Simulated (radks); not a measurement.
Task: All-electron atom: the terbium ion Tb20+ in [Kr] 4d9 (the NIST ground configuration). Method: non-relativistic Kohn-Sham, LDA (Slater exchange, Perdew-Wang correlation), spin-unpolarised, spherical densities, point nucleus; relativity is left out, which matters for an element this heavy; computed with a radial shooting solver on a logarithmic mesh with Libxc functionals. Some entries of the table are withheld. Estimate them.

orbital  occ.  eigenvalue (hartree)  <r^2> (bohr^2)  r(max) (bohr)
1s          2             -1805.076       0.0007287        0.01548
2s          2             -305.0008         0.01157        0.08478
2p          6             -291.4360        0.008597        0.06594
3s          2             -82.77081         0.07425         0.2356
3p          6             -76.71508         0.06933         0.2230
3d         10             -65.40166             (1)         0.1776
4s          2             -30.37380             (2)         0.5233
4p          6             -27.91432          0.3455         0.5247
4d          9             -23.49797          0.3588         0.5200

Result: 
(1) 3d <r^2> (bohr^2): 0.05515
(2) 4s <r^2> (bohr^2): 0.3369
